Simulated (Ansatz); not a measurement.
Reactions of `C[S][In]([F])[F]`.

Calculated with Ansatz (gas phase, PBE0-D4/def2-TZVP geometries, no zero-point term in ΔE). CCSD(T)/CBS adds triple-zeta CCSD(T) − MP2 to the extrapolated MP2 energy (def2 sets, frozen cores). This one scheme is used for every species, atoms too. Functionals use def2-TZVPP. No spin–orbit coupling; open shells (•) take unrestricted orbitals. Spin–orbit coupling would lower the free atoms: a little for C, F, S; strongly for In. Elements past krypton have def2 core potentials. Bonds to I, In, Se, Sn are less sure, by a few kJ/mol each and by 10 to 20 or more in all where they break to atoms, as the def2 sets lack core-valence functions. Scalar relativity is left out up to krypton. One conformer a species, not always the lowest.

```csv
reaction,CCSD(T)/CBS(def2) (kcal/mol)
`C[S][In]([F])[F]` + H₂O → `[OH][In]([F])[F]` + CH₃SH,17.2
`C[S][In]([F])[F]` + `C[SeH]` → `C[Se][In]([F])[F]` + CH₃SH,-6.5
`C[S][In]([F])[F]` + `O[SiH3]` → `[F][In]([F])[O][SiH3]` + CH₃SH,?
`C[S][In]([F])[F]` + H₂S → `[F][In]([F])[SH]` + CH₃SH,?
`C[S][In]([F])[F]` → `[CH2]` (triplet) + `[F][In]([F])[SH]`,100.2
`C[S][In]([F])[F]` → C• + 2 F• + 3 H• + In• + S•,643.2
`C[S][In]([F])[F]` + `C[O][Sn]([OH])([F])[F]` → `C[O][Sn]([F])([F])[O]C` + `[F][In]([F])[SH]`,10.8
`C[S][In]([F])[F]` + CH₃NH₂ → `C[NH][In]([F])[F]` + CH₃SH,18.3
`C[S][In]([F])[F]` + `[OH][In]([OH])[SH]` → `C[O][In]([OH])[SH]` + `[F][In]([F])[SH]`,11.4
`C[S][In]([F])[F]` + HI → `[F][In]([F])[I]` + CH₃SH,?
```

**Question.** Fill in the missing values. (Estimate.)

**Answer.** Ansatz gave: `C[S][In]([F])[F]` + `O[SiH3]` → `[F][In]([F])[O][SiH3]` + CH₃SH: +13.4 kcal/mol; `C[S][In]([F])[F]` + H₂S → `[F][In]([F])[SH]` + CH₃SH: -0.5 kcal/mol; `C[S][In]([F])[F]` + HI → `[F][In]([F])[I]` + CH₃SH: -13.1 kcal/mol.

Largest T1 diagnostic: 0.018, for `[OH][In]([F])[F]`.
